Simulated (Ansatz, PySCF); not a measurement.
C2H6F2Si, SMILES C[Si@H](F)CF. Atoms are numbered in the order given.

```xyz
11

C      1.9345    -0.5380    -0.6073
Si     0.3736     0.3675    -0.1486
F      0.5489     0.9735     1.3554
C     -1.0968    -0.8182    -0.1385
F     -2.2828    -0.1372     0.0383
H      2.8057     0.1308    -0.5339
H      1.8840    -0.9144    -1.6413
H      2.1086    -1.3944     0.0627
H      0.0863     1.5138    -1.0540
H     -1.1392    -1.3783    -1.0921
H     -0.9841    -1.5683     0.6663
```

The structure is a stationary point at PBE0-D3(BJ)/def2-SVP. The structure was generated by enumeration; whether it is a known compound was not checked. One conformer was computed; it need not be the lowest.

Two levels are set side by side: PBE-D3(BJ)/def2-SVP (Ansatz, an electronic-structure program) and PBE0-D3(BJ)/def2-SVP (Ansatz). Each level has its own optimised geometry; the coordinates shown are those of the second. Frequencies come from the Hessian of PySCF at each geometry. Differences are taken from unrounded values.

```tsv
quantity	PBE0-D3(BJ)	PBE-D3(BJ)	PBE-D3(BJ) minus PBE0-D3(BJ)
mean bond length (Å)	1.377	1.387	0.011
bond C1–Si2 (Å)	1.862	1.874	0.012
bond Si2–F3 (Å)	1.631	1.646	0.015
bond Si2–C4 (Å)	1.889	1.900	0.012
bond C4–F5 (Å)	1.379	1.394	0.015
bond C1–H6 (Å)	1.101	1.109	0.008
bond C1–H7 (Å)	1.102	1.110	0.008
bond C1–H8 (Å)	1.101	1.109	0.008
bond Si2–H9 (Å)	1.489	1.500	0.012
bond C4–H10 (Å)	1.107	1.117	0.010
bond C4–H11 (Å)	1.106	1.116	0.010
highest harmonic wavenumber (cm⁻¹)	3169	3082	-88
mean harmonic wavenumber (cm⁻¹)	1275	1232	-43
zero-point energy (kcal/mol)	49.20	47.55	-1.65
```

GGA bonds tend to be longer and softer than those of functionals with exact exchange. Differences between two approximate levels are no errors against the true value.
